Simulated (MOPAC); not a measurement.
Input file for MOPAC: PM6 on GeH7NSi (SMILES N[SiH2][GeH3]), a point of a torsion scan.

```
PM6 1SCF PRECISE CHARGE=0 THREADS=1
GeH7NSi

N      1.65634054 1     0.67213732 1     0.32832305 1
Si     0.62156996 1    -0.68471430 1     0.11123438 1
Ge    -1.54397395 1     0.08598786 1     0.49370849 1
H      2.65159829 1     0.55518429 1     0.23024603 1
H      1.37868303 1     1.56760597 1    -0.04041740 1
H      0.69694544 1    -1.32299593 1    -1.21525085 1
H      1.05940285 1    -1.66497843 1     1.10510844 1
H     -2.19027878 1     0.81812004 1    -0.65088640 1
H     -1.73477483 1     1.04353411 1     1.63336765 1
H     -2.54632336 1    -0.99013114 1     0.79111893 1
```

Output:

```
*******************************************************************************
 **                                                                           **
 **                              MOPAC v23.2.5                                **
 **                                                                           **
 *******************************************************************************
 ** MOPAC's Digital Object Identifier: https://doi.org/10.5281/zenodo.6511958 **
 **                                                                           **
 ** Please cite the open-source release paper for use of this MOPAC version:  **
 ** J. E. Moussa and J. J. P. Stewart (2026)                                  **
 ** MOPAC: An open-source semiempirical molecular orbital program             **
 ** J. Open Source Softw., 11(119), 8025, https://doi.org/10.21105/joss.08025 **
 *******************************************************************************

                              PM6 CALCULATION RESULTS

 *******************************************************************************
 *  PM6        - The PM6 Hamiltonian to be used
 *
 *
 *
 *                 CHARGE ON SYSTEM = 0
 *
 *
 *
 *  PRECISE    - TIGHTER CRITERIA TO BE USED
 *  1SCF       - DO 1 SCF AND THEN STOP
 *  THREADS=1  - MULTI-THREADING NOT USED
 *  T=         - A TIME OF 172800.0 SECONDS REQUESTED
 *  DUMP=N     - RESTART FILE WRITTEN EVERY 7200.0 SECONDS REQUESTED
 *******************************************************************************
PM6 1SCF PRECISE CHARGE=0 THREADS=1
 GeH7NSi

   ATOM   CHEMICAL          X               Y               Z
  NUMBER   SYMBOL      (ANGSTROMS)     (ANGSTROMS)     (ANGSTROMS)

     1       N          1.65634054  *   0.67213732  *   0.32832305  *
     2      Si          0.62156996  *  -0.68471430  *   0.11123438  *
     3      Ge         -1.54397395  *   0.08598786  *   0.49370849  *
     4       H          2.65159829  *   0.55518429  *   0.23024603  *
     5       H          1.37868303  *   1.56760597  *  -0.04041740  *
     6       H          0.69694544  *  -1.32299593  *  -1.21525085  *
     7       H          1.05940285  *  -1.66497843  *   1.10510844  *
     8       H         -2.19027878  *   0.81812004  *  -0.65088640  *
     9       H         -1.73477483  *   1.04353411  *   1.63336765  *
    10       H         -2.54632336  *  -0.99013114  *   0.79111893  *



          CARTESIAN COORDINATES

    NO.       ATOM           X           Y           Z

     1         N          1.6563      0.6721      0.3283
     2        Si          0.6216     -0.6847      0.1112
     3        Ge         -1.5440      0.0860      0.4937
     4         H          2.6516      0.5552      0.2302
     5         H          1.3787      1.5676     -0.0404
     6         H          0.6969     -1.3230     -1.2153
     7         H          1.0594     -1.6650      1.1051
     8         H         -2.1903      0.8181     -0.6509
     9         H         -1.7348      1.0435      1.6334
    10         H         -2.5463     -0.9901      0.7911

 General Reference for PM6:
 "Optimization of Parameters for Semiempirical Methods V: Modification of NDDO Approximations
 and Application to 70 Elements", J. J. P. Stewart, J. Mol. Mod., 13, 1173-1213 (2007)
 URL: https://link.springer.com/article/10.1007/s00894-007-0233-4

           Empirical Formula: H7 N Si Ge  =    10 atoms



      MOLECULAR POINT GROUP   :   C1


      RHF CALCULATION, NO. OF DOUBLY OCCUPIED LEVELS = 10


 -------------------------------------------------------------------------------
 PM6 1SCF PRECISE CHARGE=0 THREADS=1
 GeH7NSi



     1SCF WAS SPECIFIED, SO BFGS WAS NOT USED
     SCF FIELD WAS ACHIEVED


                              PM6 CALCULATION
                                                       MOPAC v23.2.5 Linux




          FINAL HEAT OF FORMATION =        221.89421 KCAL/MOL =     928.40537 KJ/MOL


          COSMO AREA              =        127.71 SQUARE ANGSTROMS
          COSMO VOLUME            =        120.88 CUBIC ANGSTROMS

          IONIZATION POTENTIAL    =          9.848049 EV
          HOMO LUMO ENERGIES (EV) =         -9.848 -0.053
          NO. OF FILLED LEVELS    =         10
          MOLECULAR WEIGHT        =        121.7375         POINT GROUP:  C1

          MOLECULAR DIMENSIONS (Angstroms)

            Atom       Atom       Distance
            H    10    H     4     5.45169
            H     6    H     9     3.98268
            H     8    H     7     3.69366


          SCF CALCULATIONS        =          1





   ATOM   CHEMICAL          X               Y               Z
  NUMBER   SYMBOL      (ANGSTROMS)     (ANGSTROMS)     (ANGSTROMS)

     1       N          1.65634054  *   0.67213732  *   0.32832305  *
     2      Si          0.62156996  *  -0.68471430  *   0.11123438  *
     3      Ge         -1.54397395  *   0.08598786  *   0.49370849  *
     4       H          2.65159829  *   0.55518429  *   0.23024603  *
     5       H          1.37868303  *   1.56760597  *  -0.04041740  *
     6       H          0.69694544  *  -1.32299593  *  -1.21525085  *
     7       H          1.05940285  *  -1.66497843  *   1.10510844  *
     8       H         -2.19027878  *   0.81812004  *  -0.65088640  *
     9       H         -1.73477483  *   1.04353411  *   1.63336765  *
    10       H         -2.54632336  *  -0.99013114  *   0.79111893  *

                             CARTESIAN COORDINATES

   1    N        1.656340540     0.672137320     0.328323050
   2   Si        0.621569960    -0.684714300     0.111234380
   3   Ge       -1.543973950     0.085987860     0.493708490
   4    H        2.651598290     0.555184290     0.230246030
   5    H        1.378683030     1.567605970    -0.040417400
   6    H        0.696945440    -1.322995930    -1.215250850
   7    H        1.059402850    -1.664978430     1.105108440
   8    H       -2.190278780     0.818120040    -0.650886400
   9    H       -1.734774830     1.043534110     1.633367650
  10    H       -2.546323360    -0.990131140     0.791118930


           Empirical Formula: H7 N Si Ge  =    10 atoms



      MOLECULAR POINT GROUP   :   C1


                  EIGENVALUES
 -30.87357 -19.89021 -17.89493 -16.91703 -13.56691 -12.21701 -11.78405 -11.33342
 -10.14945  -9.84805  -0.05346   0.38229   1.11329   1.34291   1.48724   2.09241
   2.55710   2.62918   3.07490   4.13464   4.56159   4.79617   5.91664   6.78473


              NET ATOMIC CHARGES AND DIPOLE CONTRIBUTIONS

  ATOM NO.   TYPE          CHARGE      No. of ELECS.   s-Pop       p-Pop       d-Pop
    1          N          -0.610810        5.6108     1.50361     4.10720
    2         Si           0.360458        3.6395     1.15850     1.70722     0.77382
    3         Ge          -0.729204        4.7292     1.21646     3.51274
    4          H           0.241444        0.7586     0.75856
    5          H           0.242620        0.7574     0.75738
    6          H           0.012924        0.9871     0.98708
    7          H           0.022114        0.9779     0.97789
    8          H           0.148528        0.8515     0.85147
    9          H           0.156448        0.8436     0.84355
   10          H           0.155478        0.8445     0.84452
 DIPOLE           X         Y         Z       TOTAL
 POINT-CHG.     1.694    -0.619    -0.884     2.009
 HYBRID        -0.615     1.399    -0.216     1.543
 SUM            1.079     0.780    -1.101     1.727


          ATOMIC ORBITAL ELECTRON POPULATIONS

     Atom    s        px        py        pz      x^2-y^2     xz        z^2       yz        xy
    1  N   1.50361   1.19819   1.24681   1.66221
    2 Si   1.15850   0.47530   0.49827   0.73365   0.10565   0.06422   0.14148   0.31426   0.14821
    3 Ge   1.21646   1.22009   1.14918   1.14347
    4  H   0.75856
    5  H   0.75738
    6  H   0.98708
    7  H   0.97789
    8  H   0.85147
    9  H   0.84355
   10  H   0.84452

 **********************
 *                    *
 * JOB ENDED NORMALLY *
 *                    *
 **********************




 == MOPAC DONE ==
```

The run finished.

Cost: about 0.03 core-seconds (a rough figure).
